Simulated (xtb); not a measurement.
xtb job for SrF2, SMILES [F][Sr][F], GFN2-xTB. 

```
$ xtb mol.xyz --gfn 2 --sp --chrg 0 --uhf 0 --json
$ cat mol.xyz
3

Sr     0.00000000     0.00000000    -0.42261560
F     -0.00000000    -1.53946927     0.89218849
F      0.00000000     1.53946927     0.89218849
```

Output:

```
[banner left out]
          |                Calculation Setup                |
           -------------------------------------------------



           -------------------------------------------------
          |                 G F N 2 - x T B                 |
           -------------------------------------------------

        Reference                      10.1021/acs.jctc.8b01176
      * Hamiltonian:
        H0-scaling (s, p, d)           1.850000    2.230000    2.230000
        zeta-weighting                 0.500000
      * Dispersion:
        s8                             2.700000
        a1                             0.520000
        a2                             5.000000
        s9                             5.000000
      * Repulsion:
        kExp                           1.500000    1.000000
        rExp                           1.000000
      * Coulomb:
        alpha                          2.000000
        third order                    shell-resolved
        anisotropic                    true
        a3                             3.000000
        a5                             4.000000
        cn-shift                       1.200000
        cn-exp                         4.000000
        max-rad                        5.000000


          ...................................................
          :                      SETUP                      :
          :.................................................:
          :  # basis functions                  18          :
          :  # atomic orbitals                  17          :
          :  # shells                            7          :
          :  # electrons                        16          :
          :  max. iterations                   250          :
          :  Hamiltonian                  GFN2-xTB          :
          :  restarted?                      false          :
          :  GBSA solvation                  false          :
          :  PC potential                    false          :
          :  electronic temp.          300.0000000     K    :
          :  accuracy                    1.0000000          :
          :  -> integral cutoff          0.2500000E+02      :
          :  -> integral neglect         0.1000000E-07      :
          :  -> SCF convergence          0.1000000E-05 Eh   :
          :  -> wf. convergence          0.1000000E-03 e    :
          :  Broyden damping             0.4000000          :
          :  net charge                          0          :
          :  unpaired electrons                  0          :
          ...................................................

 iter      E             dE          RMSdq      gap      omega  full diag
   1     -4.0681932 -0.406819E+01  0.792E+01    0.21       0.0  T
   2     -9.2825760 -0.521438E+01  0.299E+01   23.29       1.0  T
   3     -9.5460960 -0.263520E+00  0.299E+01   10.56       1.0  T
   4     -9.6902795 -0.144183E+00  0.295E+01    6.59       1.0  T
   5     -9.5515855  0.138694E+00  0.114E+01   11.00       1.0  T
   6     -8.2930680  0.125852E+01  0.642E+01    0.29       1.0  T
   7     -6.9743554  0.131871E+01  0.114E+02    0.25       1.0  T
   8     -7.1145799 -0.140225E+00  0.112E+02    0.25       1.0  T
   9     -7.1786162 -0.640363E-01  0.107E+02    0.26       1.0  T
  10     -6.2643800  0.914236E+00  0.137E+02    0.23       1.0  T
  11     -6.3503370 -0.859569E-01  0.134E+02    0.24       1.0  T
  12     -7.8044889 -0.145415E+01  0.786E+01    0.28       1.0  T
  13     -9.2879025 -0.148341E+01  0.220E+01    0.41       1.0  T
  14     -9.4748108 -0.186908E+00  0.151E+01    0.47       1.0  T
  15     -9.4591441  0.156667E-01  0.154E+01    0.46       1.0  T
  16     -9.6919913 -0.232847E+00  0.110E+01    0.65       1.0  T
  17    -10.0345109 -0.342520E+00  0.412E+00    1.36       1.0  T
  18    -10.0398538 -0.534292E-02  0.597E+00    1.91       1.0  T
  19     -9.9715035  0.683503E-01  0.534E+00    2.68       1.0  T
  20     -9.9975080 -0.260046E-01  0.381E+00    2.43       1.0  T
  21    -10.0022623 -0.475430E-02  0.387E+00    2.40       1.0  T
  22     -9.8775470  0.124715E+00  0.167E+01    4.38       1.0  T
  23     -9.9421744 -0.646273E-01  0.171E+01    3.42       1.0  T
  24     -9.9614655 -0.192911E-01  0.181E+01    3.18       1.0  T
  25    -10.0140845 -0.526190E-01  0.176E+01    2.49       1.0  T
  26    -10.0382756 -0.241911E-01  0.166E+01    2.14       1.0  T
  27    -10.0371944  0.108113E-02  0.176E+01    2.16       1.0  T
  28    -10.0442527 -0.705825E-02  0.166E+01    2.01       1.0  T
  29    -10.0356543  0.859841E-02  0.108E+01    2.19       1.0  T
  30    -10.0254971  0.101572E-01  0.690E+00    2.32       1.0  T
  31    -10.0281043 -0.260722E-02  0.538E+00    2.27       1.0  T
  32    -10.0279942  0.110054E-03  0.543E+00    2.27       1.0  T
  33    -10.0303198 -0.232558E-02  0.572E+00    2.25       1.0  T
  34    -10.0354960 -0.517621E-02  0.579E+00    2.18       1.0  T
  35    -10.0437820 -0.828603E-02  0.507E+00    2.05       1.0  T
  36    -10.0502176 -0.643556E-02  0.318E+00    1.92       1.0  T
  37    -10.0517551 -0.153753E-02  0.153E+00    1.86       1.0  T
  38    -10.0519993 -0.244150E-03  0.649E-01    1.85       1.0  T
  39    -10.0520995 -0.100261E-03  0.279E-01    1.84       1.0  T
  40    -10.0521553 -0.557465E-04  0.822E-02    1.82       1.0  T
  41    -10.0521648 -0.955608E-05  0.293E-02    1.82       2.0  T
  42    -10.0521649 -0.916532E-07  0.390E-02    1.82       1.5  T
  43    -10.0521650 -0.881850E-07  0.862E-03    1.82       6.7  T
  44    -10.0521650 -0.158794E-08  0.256E-03    1.82      22.6  T
  45    -10.0521650 -0.113587E-09  0.113E-03    1.82      51.1  T
  46    -10.0521650  0.250253E-10  0.103E-04    1.82     560.3  T
  47    -10.0521650  0.406253E-11  0.135E-04    1.82     426.9  T

   *** convergence criteria satisfied after 47 iterations ***

         #    Occupation            Energy/Eh            Energy/eV
      -------------------------------------------------------------
         1        2.0000           -0.7835062             -21.3203
         2        2.0000           -0.7762391             -21.1225
         3        2.0000           -0.4945387             -13.4571
         4        2.0000           -0.4783083             -13.0154
         5        2.0000           -0.4750531             -12.9269
         6        2.0000           -0.4722325             -12.8501
         7        2.0000           -0.4716957             -12.8355
         8        2.0000           -0.4708101             -12.8114 (HOMO)
         9                         -0.4040739             -10.9954 (LUMO)
        10                         -0.2294940              -6.2449
        11                         -0.1193324              -3.2472
        12                         -0.1155260              -3.1436
        13                          0.0255706               0.6958
       ...                                ...                  ...
        17                          0.4847743              13.1914
      -------------------------------------------------------------
                  HL-Gap            0.0667362 Eh            1.8160 eV
             Fermi-level           -0.4374420 Eh          -11.9034 eV

 SCC (total)                   0 d,  0 h,  0 min,  0.010 sec
 SCC setup                      ...        0 min,  0.000 sec (  1.067%)
 Dispersion                     ...        0 min,  0.000 sec (  1.806%)
 classical contributions        ...        0 min,  0.000 sec (  0.141%)
 integral evaluation            ...        0 min,  0.001 sec (  6.566%)
 iterations                     ...        0 min,  0.008 sec ( 80.706%)
 molecular gradient             ...        0 min,  0.001 sec (  7.998%)
 printout                       ...        0 min,  0.000 sec (  1.509%)

         :::::::::::::::::::::::::::::::::::::::::::::::::::::
         ::                     SUMMARY                     ::
         :::::::::::::::::::::::::::::::::::::::::::::::::::::
         :: total energy             -10.044616624922 Eh    ::
         :: gradient norm              0.000033672307 Eh/a0 ::
         :: HOMO-LUMO gap              1.815984656261 eV    ::
         ::.................................................::
         :: SCC energy               -10.052165010183 Eh    ::
         :: -> isotropic ES            0.121264893652 Eh    ::
         :: -> anisotropic ES          0.006864274035 Eh    ::
         :: -> anisotropic XC         -0.004529901412 Eh    ::
         :: -> dispersion             -0.000909915654 Eh    ::
         :: repulsion energy           0.007548385260 Eh    ::
         :: add. restraining           0.000000000000 Eh    ::
         :: total charge               0.000000000000 e     ::
         :::::::::::::::::::::::::::::::::::::::::::::::::::::

           -------------------------------------------------
          |                Property Printout                |
           -------------------------------------------------

    * Orbital Energies and Occupations

         #    Occupation            Energy/Eh            Energy/eV
      -------------------------------------------------------------
         1        2.0000           -0.7835062             -21.3203
         2        2.0000           -0.7762391             -21.1225
         3        2.0000           -0.4945387             -13.4571
         4        2.0000           -0.4783083             -13.0154
         5        2.0000           -0.4750531             -12.9269
         6        2.0000           -0.4722325             -12.8501
         7        2.0000           -0.4716957             -12.8355
         8        2.0000           -0.4708101             -12.8114 (HOMO)
         9                         -0.4040739             -10.9954 (LUMO)
        10                         -0.2294940              -6.2449
        11                         -0.1193324              -3.2472
        12                         -0.1155260              -3.1436
        13                          0.0255706               0.6958
        14                          0.0357697               0.9733
        15                          0.0634616               1.7269
        16                          0.2255980               6.1388
        17                          0.4847743              13.1914
      -------------------------------------------------------------
                  HL-Gap            0.0667362 Eh            1.8160 eV
             Fermi-level           -0.4374420 Eh          -11.9034 eV

     #   Z          covCN         q      C6AA      α(0)
     1  38 Sr       1.201     0.640   853.865   106.439
     2   9 F        0.601    -0.320    12.601     4.187
     3   9 F        0.601    -0.320    12.601     4.187

 Mol. C6AA /au·bohr⁶  :       1192.097404
 Mol. C8AA /au·bohr⁸  :     211478.457572
 Mol. α(0) /au        :        114.812490


Wiberg/Mayer (AO) data.
largest (>0.10) Wiberg bond orders for each atom

 ---------------------------------------------------------------------------
     #   Z sym  total        # sym  WBO       # sym  WBO       # sym  WBO
 ---------------------------------------------------------------------------
     1  38 Sr   2.096 --     3 F    1.048     2 F    1.048
     2   9 F    1.155 --     1 Sr   1.048     3 F    0.107
     3   9 F    1.155 --     1 Sr   1.048     2 F    0.107
 ---------------------------------------------------------------------------

Topologies differ in total number of bonds
Writing topology from bond orders to xtbtopo.mol

molecular dipole:
                 x           y           z       tot (Debye)
 q only:        0.000      -0.000      -1.591
   full:        0.000      -0.000      -2.690       6.837
molecular quadrupole (traceless):
                xx          xy          yy          xz          yz          zz
Note: The following floating-point exceptions are signalling: IEEE_UNDERFLOW_FLAG IEEE_DENORMAL
normal termination of xtb
 q only:        3.416       0.000      -4.714       0.000      -0.000       1.298
  q+dip:        3.356      -0.000      -6.178       0.000      -0.000       2.822
   full:        5.943      -0.000      -7.854       0.000      -0.000       1.911


           -------------------------------------------------
          | TOTAL ENERGY              -10.044616624922 Eh   |
          | GRADIENT NORM               0.000033672307 Eh/α |
          | HOMO-LUMO GAP               1.815984656261 eV   |
           -------------------------------------------------

------------------------------------------------------------------------
------------------------------------------------------------------------
 total:
 SCF:
```

The calculation finished and met its thresholds.

Cost: very roughly 0.06 core-seconds.
